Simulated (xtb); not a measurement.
H₆OSi₂, triplet, at a GFN2-xTB geometry of the parent state (a higher spin typed on purpose: for a closed-shell molecule this is an excited state); GFN1-xTB run with xtb.

Input for xtb:
```
$ xtb mol.xyz --gfn 1 --chrg 0 --uhf 2 --json

# file mol.xyz
9

Si     1.58554558    -0.29465325     0.09305373
O     -0.00374610    -0.02898376    -0.03187953
Si    -1.58414102     0.30551525    -0.08108531
H      1.99636140    -0.92391127    -1.16028168
H      2.22242187     1.00620543     0.29041493
H      1.77723671    -1.17669751     1.24269936
H     -2.21375802    -0.47470673     0.98249776
H     -2.04757203    -0.09473461    -1.40797725
H     -1.72438507     1.74364671     0.14012516
```

### Question
Predict the main parts of the log of this xtb run.

### Answer

```
   ID    Z sym.   atoms
    1   14 Si     1, 3
    2    8 O      2
    3    1 H      4-9

           -------------------------------------------------
          |                Calculation Setup                |
           -------------------------------------------------

           -------------------------------------------------
          |                 G F N 1 - x T B                 |
           -------------------------------------------------

          ...................................................
          :                      SETUP                      :
          :.................................................:
          :  # basis functions                  36          :
          :  # atomic orbitals                  34          :
          :  # shells                           20          :
          :  # electrons                        20          :
          :  # halogen bonds                     0          :
          :  max. iterations                   250          :
          :  Hamiltonian                  GFN1-xTB          :
          :  restarted?                      false          :
          :  GBSA solvation                  false          :
          :  PC potential                    false          :
          :  electronic temp.          300.0000000     K    :
          :  accuracy                    1.0000000          :
          :  -> integral cutoff          0.2500000E+02      :
          :  -> integral neglect         0.1000000E-07      :
          :  -> SCF convergence          0.1000000E-05 Eh   :
          :  -> wf. convergence          0.2000000E-04 e    :
          :  Broyden damping             0.4000000          :
          :  net charge                          0          :
          :  unpaired electrons                  2          :
          ...................................................

 iter      E             dE          RMSdq      gap      omega  full diag
   1    -11.6311897 -0.116312E+02  0.586E+00    0.32       0.0  T
   2    -11.6418527 -0.106631E-01  0.348E+00    0.28       1.0  T
   3    -11.6383791  0.347367E-02  0.725E-01    0.29       1.0  T
   4    -11.6325433  0.583578E-02  0.713E-01    0.30       1.0  T
   5    -11.5874616  0.450817E-01  0.149E+00    0.37       1.0  T
   6    -11.6424298 -0.549682E-01  0.179E-01    0.29       1.0  T
   7    -11.6428805 -0.450780E-03  0.574E-02    0.29       1.0  T
   8    -11.6429417 -0.611660E-04  0.179E-02    0.29       1.9  T
[...]
         :: total energy             -11.555531110389 Eh    ::
[...]
        21                         -0.0421566              -1.1471
        22                         -0.0409965              -1.1156
       ...                                ...                  ...
        34                          1.4697381              39.9936
      -------------------------------------------------------------
                  HL-Gap            0.0107628 Eh            0.2929 eV
             Fermi-level           -0.3119056 Eh           -8.4874 eV

  Mulliken/CM5 charges         n(s)   n(p)   n(d)
     1Si    0.22674 -0.02485   1.147  1.848  0.778
     2O    -0.35229 -0.37975   1.652  4.700  0.000
     3Si    0.22673 -0.02486   1.147  1.848  0.778
     4H    -0.01519  0.07335   1.015  0.000  0.000
     5H    -0.01835  0.07002   1.018  0.000  0.000
     6H    -0.01704  0.07138   1.017  0.000  0.000
     7H    -0.01718  0.07124   1.017  0.000  0.000
     8H    -0.01515  0.07339   1.015  0.000  0.000
     9H    -0.01827  0.07009   1.018  0.000  0.000

Wiberg/Mayer (AO) data.
largest (>0.10) Wiberg bond orders for each atom

 ---------------------------------------------------------------------------
     #   Z sym  total        # sym  WBO       # sym  WBO       # sym  WBO
 ---------------------------------------------------------------------------
     1  14 Si   4.256 --     2 O    1.246     5 H    0.812     6 H    0.810
                             4 H    0.808     3 Si   0.516
     2   8 O    2.539 --     3 Si   1.246     1 Si   1.246
     3  14 Si   4.256 --     2 O    1.246     9 H    0.812     7 H    0.810
                             8 H    0.808     1 Si   0.516
     4   1 H    0.887 --     1 Si   0.808
     5   1 H    0.886 --     1 Si   0.812
     6   1 H    0.887 --     1 Si   0.810
     7   1 H    0.887 --     3 Si   0.810
     8   1 H    0.887 --     3 Si   0.808
     9   1 H    0.886 --     3 Si   0.812
 ---------------------------------------------------------------------------

Topologies differ in total number of bonds
Writing topology from bond orders to xtbtopo.mol

 dipole moment from electron density (au)
     X       Y       Z
   0.0005   0.0034   0.0049  total (Debye):    0.015

           -------------------------------------------------
          | TOTAL ENERGY              -11.555531110389 Eh   |
          | GRADIENT NORM               0.080594624727 Eh/α |
          | HOMO-LUMO GAP               0.292871161869 eV   |
           -------------------------------------------------

normal termination of xtb
```
